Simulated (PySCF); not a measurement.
C₄H₇FS₂.
SMILES with atom numbers: `[F:1][CH2:2][CH:3]1[S:4][CH2:5][CH2:6][S:7]1` (hydrogens: H8, H9 on C2; H10 on C3; H11, H12 on C5; H13, H14 on C6)

Cartesian coordinates in Å at the PBE0-D3(BJ)/def2-SVP level; atoms count from 1:
```xyz
14
C4H7FS2 angstrom
F      2.7890    0.9343    0.6728
C      1.9834    0.1679   -0.1221
C      0.8402   -0.4059    0.6915
S     -0.2863    0.8622    1.3373
C     -1.3795    0.7943   -0.1075
C     -1.6698   -0.6668   -0.3817
S     -0.0971   -1.5861   -0.3583
H      2.5819   -0.6546   -0.5533
H      1.5906    0.7833   -0.9489
H      1.2423   -0.9413    1.5654
H     -2.2929    1.3534    0.1471
H     -0.9063    1.2792   -0.9759
H     -2.3423   -1.0797    0.3845
H     -2.1235   -0.8140   -1.3742
```

Method: core-valence-separated Tamm–Dancoff BHandHLYP/aug-pcX-1 (pcseg-1 on H, def2-SVPD on S) in PySCF, non-relativistic, gas phase, PBE0-D3(BJ)/def2-SVP geometry.

Computed carbon K-edge spectrum, Gaussian lines of 0.8 eV full width, highest printed point 100; it ends one width below the last computed root. The energies are unshifted.

```csv
photon energy (eV),absorption
284.3,0
284.4,0
284.5,1
284.6,3
284.7,5
284.8,9
284.9,16
285.0,24
285.1,36
285.2,49
285.3,62
285.4,74
285.5,84
285.6,92
285.7,96
285.8,97
285.9,95
286.0,93
286.1,89
286.2,85
286.3,81
286.4,79
286.5,79
286.6,81
286.7,85
286.8,91
286.9,97
287.0,100
287.1,100
287.2,96
287.3,88
287.4,78
287.5,69
287.6,61
```

Task: Assign the maxima to core holes.

Result: 2 maxima:
- 285.8 eV: C3 (sp3 carbon bound to sulfur), 285.93 eV, f = 0.061, 39 % of the height at the exact maximum; C5 (sp3 carbon bound to sulfur), 285.60 eV, f = 0.048, 29 % of the height at the exact maximum; C6 (sp3 carbon bound to sulfur), 285.40 eV, f = 0.049, 18 % of the height at the exact maximum
- 287.0 eV: C2 (sp3 C–F carbon), 287.09 eV, f = 0.058, 39 % of the height at the exact maximum; C6 (sp3 carbon bound to sulfur), 287.09 eV, f = 0.030, 20 % of the height at the exact maximum; C5 (sp3 carbon bound to sulfur), 287.02 eV, f = 0.027, 18 % of the height at the exact maximum

Further lines of some strength in the range: C3, 286.24 eV, f = 0.040; C5 + C6, 286.58 eV, f = 0.042, sum of 2; C3, 287.49 eV, f = 0.026.

Roots within 0.03 eV on the same or equivalent atoms count as one line; shares under 12 % aren't listed.

Vibrational structure and lifetime widths aren't in the curve. The ionisation threshold wasn't computed; near and above it a finite basis only mimics Rydberg series and continuum.

Cost: about 70 s of CPU time on one thread; the machine was shared, so the figure is rough.

One conformer stands for the species.
